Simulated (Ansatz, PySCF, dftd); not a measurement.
System: BeCl$_{2}$, charge 0, singlet. BeCl2 (SMILES [Cl][Be][Cl]).
B3LYP-D3(BJ)/def2-TZVP minimum from Ansatz (a first-principles code):
```
Be
Cl 1 1.8041
Cl 1 1.8041 2 180.00
```

Quantity: enthalpy of formation at 298 K (by atomisation, with rigid-rotor harmonic-oscillator terms from PySCF's Hessian at B3LYP-D3(BJ)/def2-TZVP and the atoms' measured values of the G2/97 table; no spin-orbit terms), in kcal/mol. UHF or UKS for unpaired electrons; spin-orbit terms are left out. Correlated methods leave the cores frozen. No relativity. CBS(X,Y): correlation extrapolated as X^-3, Hartree-Fock from the larger set. A bracket is a step between two methods taken in the basis named. Double hybrids freeze cores in their MP2 part. For partners of very few electrons the exact lower level stands in for a higher one. The restricted determinant of Be ([Be], singlet) is unstable towards broken spin symmetry in at least one set run.

```tsv
level	program	enthalpy of formation at 298 K (kcal/mol)	difference against the last row
B3LYP/def2-TZVPD	Ansatz	-83.2	4.3
PBE0-D3(BJ)/def2-TZVPD	Ansatz + dftd3	-89.4	-1.9
B2PLYP/def2-TZVPD	Ansatz	-83.8	3.7
B2GP-PLYP-D4/def2-TZVPD	Ansatz + dftd4	-84.9	2.6
MP2/def2-SVP	Ansatz	-73.8	13.7
CCSD/def2-QZVPP	Ansatz	-77.3	10.2
CCSD(T)/def2-TZVPP	Ansatz	-71.1	16.4
CCSDT(Q)/def2-SVP	Ansatz	-57.2	30.3
CCSDTQ/def2-SVP	Ansatz	-57.1	30.4
CCSD(T)/CBS(def2-TZVPP,def2-QZVPP) + [CCSDTQ - CCSD(T)]/def2-SVP	Ansatz	-87.8	-0.3
CCSD(T)/CBS(def2-TZVPP,def2-QZVPP) + [CCSDT(Q) - CCSD(T)]/def2-TZVPP + [CCSDTQ - CCSDT(Q)]/def2-SVP	Ansatz	-87.5	0.0
```
